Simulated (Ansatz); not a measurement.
Ansatz (a quantum-chemistry and plane-wave program) input for Ta(O)(F)(OH)2 (FH2O3Ta), SMILES [Ta](=[O])([OH])([OH])[F], multiplicity 1, PBE/def2-SVPD. Geometry optimised at B3LYP-D3(BJ)/def2-SVP. The multiplicity is an assumed one; no other spin state was optimised. The structure was generated by enumeration; whether it is a known compound was not checked. The def2 effective core potentials stand for the cores of Ta; spin–orbit coupling is left out. Other conformers were not sampled.

Ansatz 0.2 input:
```yaml
crystal:
  periodic: [false, false, false]
  atoms:
    - {symbol: Ta, position_ang: [0.01144076, -0.01129064, -0.00000000]}
    - {symbol: O, position_ang: [1.74026905, 0.05500174, -0.00000001]}
    - {symbol: F, position_ang: [-0.51108726, -1.83715615, 0.00000003]}
    - {symbol: O, position_ang: [-0.61189644, 0.89023923, -1.56187174]}
    - {symbol: H, position_ang: [-0.18359987, 1.33739029, -2.30104903]}
    - {symbol: O, position_ang: [-0.61189642, 0.89023926, 1.56187174]}
    - {symbol: H, position_ang: [-0.18359985, 1.33739033, 2.30104901]}
basis:
  gaussian:
    orbitals: def2-SVPD
hamiltonian:
  xc: {name: PBE}
```

Log of the run:

```
WARN ansatz: RAYON_NUM_THREADS=1 ignored (pool sized by the plan → 1); use --threads N
Functional definition: PBE
integrals: 0.07 GiB planned
1184 factors; their error is unknown
mean field: 0.49 GiB planned
mean field evaluation 1: about -10411.2651 eV, gradient 1.2e2 eV
mean field evaluation 2: about -10145.8424 eV, gradient 3.4e2 eV
mean field evaluation 4: about -10427.9757 eV, gradient 6.5e1 eV
mean field evaluation 8: about -10435.3720 eV, gradient 2.0e0 eV
mean field evaluation 16: about -10435.3274 eV, gradient 3.0e-4 eV
mean field -10435.32743678 eV, -383.4912099827 hartree, gradient 2.7e-5 eV, S^2 0.000000; 0 other end points of the search recorded, 0 dependent functions left out
reference -10435.32748805 eV, -383.4912118668 hartree; 24, 24 occupied and 119, 119 virtual orbitals, 1184 factors
Total energy: -10435.32748805 eV, -383.4912118668 hartree
```

Self-consistency was reached.

Cost: roughly 2.7 core-seconds.
